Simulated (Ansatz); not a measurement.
`C[O][SnH2][O]C` + HBr → `C[O][SnH2][Br]` + CH₃OH at 298.15 K and 1 bar (ligand exchange at the Sn–O bond).

Calculated with Ansatz (gas phase, PBE0-D4/def2-TZVP geometries, no zero-point term in ΔE). CCSD(T)/CBS is the MP2 limit (def2-TZVPP, def2-QZVPP) plus CCSD(T) − MP2 in def2-TZVPP, frozen cores. This one scheme is used for every species. def2 core potentials past Kr. For Br, Sn outer-core shells are correlated without core-valence functions, which leaves a few kJ/mol of doubt a bond. Scalar relativity is left out up to krypton. One conformer a species, not always the lowest.

```
         species  CCSD(T)/CBS energy (Eh)  H − E (kJ/mol)  S (J/(mol·K))
`C[O][SnH2][O]C`               -445.28059           279.3          394.4
             HBr              -2573.91920            24.6          198.6
`C[O][SnH2][Br]`              -2903.61539           168.4          369.4
           CH₃OH               -115.61712           146.3          238.2
```

H − E and S are ideal-gas, rigid-rotor, harmonic terms from PBE0-D4/def2-TZVP, for one conformer and one mirror image of each species. 1 Eh = 2625.50 kJ/mol, R = 8.31446 J/(mol·K).

By hand: ΔE, ΔH, ΔS and ΔG.

ΔE = (-2903.61539) + (-115.61712) − (-445.28059) − (-2573.91920) = -0.03272 Eh = -85.9 kJ/mol. Δ(H − E) = 168.4 + 146.3 − 279.3 − 24.6 = 10.8, so ΔH = -75.1 kJ/mol. ΔS = 369.4 + 238.2 − 394.4 − 198.6 = 14.6 J/(mol·K). ΔG = -75.1 − 298.15 × (14.6)/1000 = -79.5 kJ/mol.

By hand: the equilibrium constant, and the temperature at which ΔG would vanish if ΔH and ΔS stayed fixed.

log₁₀ K = −ΔG/(RT ln 10) = 13.9. ΔH and −TΔS have one sign here, so there is no such temperature.

The number of gas molecules stays the same, so ΔS is small and ΔH decides. A doubt of 5 kJ/mol in ΔE shifts log₁₀ K by 0.9 here. Other conformers and mirror images would add mixing entropy, several J/(mol·K) or more a flexible species. Modes under 60 cm⁻¹, often nearly free rotors, make the harmonic entropy too high. These are equilibria of isolated gas molecules and say nothing of rates. Largest T1 diagnostic: 0.014 (customary marks: 0.02 for closed shells, 0.045 for open ones).
